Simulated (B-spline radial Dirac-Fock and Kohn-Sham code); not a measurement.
**Kohn-Sham estimates against Dirac-Fock for the levels of Cs³⁰⁺**

System: cesium as Cs³⁰⁺ in the configuration [Ar] 3d7.

The density-functional columns are spherical, spin-unpolarised Dirac-Kohn-Sham results without Breit or QED terms: −ε is minus the orbital energy of the initial state and ΔSCF the difference of two total energies. The reference in the last column comes from relaxed Dirac-Fock hole states (ΔSCF) with Breit and QED corrections and a finite nucleus. All numbers are from an atomic code on a B-spline grid, in eV; a selection of levels is shown. The Kohn-Sham columns are given as differences from the reference. For the 1s level of heavy atoms much of the gap between ΔSCF and the reference is the Breit and QED part, -131.5 eV here; for other levels the error of the functional can be larger.

| level | LDA −ε − DF | LDA ΔSCF − DF | Dirac-Fock |
| --- | --- | --- | --- |
| K | -283.0 | +121.5 | 37252.1 |
| L1 | -139.8 | -48.4 | 6951.4 |
| L2 | -108.4 | +1.1 | 6599.3 |
| L3 | -112.0 | -9.0 | 6248.4 |
| M1 | -67.2 | -28.0 | 2314.0 |
| M2 | -51.7 | -10.9 | 2168.5 |
| M3 | -51.6 | -12.2 | 2093.3 |
| M4,5 | -42.5 | +1.4 | 1855.2 |

Values without a named source are computed, but for edge energies of neutral atoms, which are taken from tables.
